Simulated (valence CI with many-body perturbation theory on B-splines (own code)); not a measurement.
## Questions on Nb XXVIII

Method: relativistic CI+MBPT: four valence electrons over a frozen Dirac-Fock core [Ne], radial functions for each j: 11 s, 11 p, 10 d, 8 f, 5 g, 2 h, with the one-electron correlation potential Σ1, the two-electron term Σ2, the three-electron term Σ3, Breit, model QED; selected CI, second order for the rest, scaled by the run's own slope (own B-spline code, finite nucleus).

The last digits are not significant, and no measured levels were compared; by estimate large intervals hold to a few tenths of a per cent, small ones and those within an open d or f shell to about a per cent. Among the levels kept, up to 710 cm⁻¹ of a level comes from second order outside the variational space, and about a tenth of that is noise between levels of different J, which matters for small intervals.

Levels are named by their leading jj configuration (3d3/2^4 stands for four electrons in 3d with j = 3/2), which in mixed levels can hold well under half, so a name can repeat and another be missing.

Rates and lifetimes use the calculated energies. Strong lines usually hold to 10 to 20 %, long lifetimes can be off by a factor of two.

Task: What is the ground level?

Result: (3s^2 3p1/2^2) J=0, composition 79 % 3s²3p² ³P + 19 % 3s²3p² ¹S.

Task: Name the longest-lived excited levels whose lifetime is computed, and their main decay.

Result: (3s^2 3p1/2 3p3/2) J=2 at 21.78 eV lives 3.12 ms, mostly by M1 to (3s^2 3p1/2 3p3/2) J=1; (3s^2 3p3/2 3d5/2) J=4 at 147.32 eV lives 25.4 μs, mostly by M1 to (3s^2 3p1/2 3d5/2) J=3; (3s^2 3p1/2 3p3/2) J=1 at 17.58 eV lives 24.2 μs, mostly by M1 to (3s^2 3p1/2^2) J=0.

Task: Among levels below 351.95 eV, which E1 lines absorb most strongly from the ground level?

Result: to (3s^2 3p1/2 3d3/2) J=1 at 8.895 nm, f = 0.523; to (3s 3p1/2 3p3/2^2) J=1 at 9.485 nm, f = 0.171; to (3s 3p1/2^2 3p3/2) J=1 at 12.92 nm, f = 0.117.

Task: What is the ionisation energy?

Result: 1437.7 eV; NIST lists 1439 ± 3 eV (semi-empirical).

Task: Where does the other parity begin?

Result: At (3s 3p1/2^2 3p3/2) J=2, 81.24 eV.
